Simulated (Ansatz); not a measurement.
Relaxation of F$_{4}$H$_{5}$PW (11 atoms, charge 0, multiplicity 1), to a largest force component of 0.03 eV/Å in at most 50 steps.

These are results of RKS PBE/def2-SVP (Ansatz), not measurements.

```xyz
11
Properties=species:S:1:pos:R:3:forces:R:3
W 0.013 0.121 -0.106 0.22 -0.12 -0.48
F -0.796 0.677 1.482 -0.47 0.07 0.37
F 1.450 -0.036 -1.308 -0.02 0.01 0.02
F -0.283 1.906 -0.628 0.01 -0.06 0.02
H -1.237 -1.010 -0.030 -0.01 -0.02 0.02
F 0.897 -1.277 0.790 0.00 -0.01 -0.01
H -0.853 -0.135 -1.530 0.00 0.00 -0.04
P 2.454 1.906 1.925 0.32 0.11 0.01
H 2.960 0.611 1.552 -0.03 0.00 0.01
H 2.294 2.335 0.561 0.00 0.01 -0.02
H 1.101 1.460 2.048 -0.02 0.02 0.12
```

**Question.** Where does it end, and by what steps?

**Answer.** It converged. The force dipped under the threshold on the way, but the program's further checks kept it going. After 11 steps the energy has fallen by 0.072 eV; H11 moved furthest, 0.60 Å.

```csv
step,energy less start (eV),largest force component (eV/Å),accepted
0,0.0000,0.482,yes
1,-0.0543,0.115,yes
2,-0.0599,0.108,yes
3,-0.0637,0.097,yes
4,-0.0588,0.597,no
5,-0.0673,0.054,yes
6,-0.0704,0.026,yes
7,-0.0699,0.169,no
8,-0.0715,0.038,yes
9,-0.0717,0.084,yes
10,-0.0721,0.055,yes
11,-0.0724,0.014,yes
```

```xyz
11
Properties=species:S:1:pos:R:3
W -0.039 0.068 -0.169
F -0.891 0.586 1.425
F 1.423 -0.031 -1.344
F -0.339 1.859 -0.651
H -1.265 -1.092 -0.123
F 0.875 -1.307 0.729
H -0.870 -0.174 -1.619
P 2.704 1.954 1.902
H 2.792 0.550 1.588
H 2.239 2.312 0.585
H 1.371 1.833 2.433
```

Whether the end is a true minimum wasn't checked by a vibrational analysis.

Run time: 27 s on 4 threads of Arm Neoverse V1 (shared host), peak memory 0.2 GiB.
